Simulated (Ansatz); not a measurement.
Two isomers of CH4AlClSi: A = `Cl[SiH]1[CH2][AlH]1`, B = `[Cl][Al]1[CH2][SiH2]1`.

Program: Ansatz. Geometries: PBE0-D4/def2-TZVP. ΔE: electronic, gas phase. CCSD(T)/CBS is the MP2 limit (def2-TZVPP, def2-QZVPP) plus CCSD(T) − MP2 in def2-TZVPP, frozen cores. DFT in def2-TZVPP. B3LYP here is the variant with VWN-RPA as its local correlation; programs differ in this.

Question: Which is lower in electronic energy at CCSD(T)/CBS, and by how much? (Estimate.)

Answer: Computed: B, by 15.8 kcal/mol.

Question: Give E(B) − E(A) in kcal/mol with B3LYP, ωB97M-V, LDA (SPW92), B3LYP-D4, r2SCAN-D4, CCSD/def2-TZVPP, PBE-D4. (Best estimate.)

Answer: The calculation gave: B3LYP -16.3, ωB97M-V -15.2, LDA (SPW92) -14.7, B3LYP-D4 -15.5, r2SCAN-D4 -16.1, CCSD/def2-TZVPP -16.8, PBE-D4 -14.9. None reverses the order clearly.

Question: Does the order hold for the free energy at 298.15 K (harmonic terms from PBE0-D4)? (Best estimate.)

Answer: The calculation gave: Yes: G(B) − G(A) = -15.3 kcal/mol.

Largest T1 diagnostic: 0.012.

The D4 term adds +0.8 kcal/mol with B3LYP and +0.4 kcal/mol with PBE0; it sums over pairs of atoms, weighted by their polarisabilities, and B3LYP, whose exchange is more repulsive, gets the larger term. At CCSD(T), def2-SVP lies −3.7 kcal/mol from the extrapolated value and def2-TZVPP −0.9 kcal/mol.
